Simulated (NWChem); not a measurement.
## Correlation energy of SeSn

```xyz
2

Sn     0.0000     0.0000     0.9594
Se     0.0000     0.0000    -1.4109
```
Charge 0, spin multiplicity 1.

All runs are NWChem calculations. The geometry was optimised at PBE/def2-SVP with def2 effective core potentials on Sn, a minimum by its harmonic frequencies.

Basis set: def2-TZVP. Each correlation energy counts from its own Hartree-Fock reference.

| method | correlation energy (mHa) | difference from CCSD(T) |
|---|---|---|
| CCSD | -555.0 | +24.8 |
| CR-CCSD(T) | -573.3 | +6.5 |
| CCSD(T) | -579.8 | 0.0 |
| CCSD+T(CCSD) | -582.5 | -2.6 |
| MP2 | -565.0 | +14.8 |
| SCS-MP2 | -514.6 | +65.2 |
| CR-CCSD[T] | -575.3 | +4.5 |

The values span 67.8 mHa, from CCSD+T(CCSD) (lowest) to SCS-MP2 (highest). 

Effective core potentials replace the inner electrons of Sn; spin-orbit coupling is left out. The correlated methods keep 13 core orbitals frozen. The structure started from a generated list of species. Coupled-cluster values serve here as a point of comparison, not as the truth.
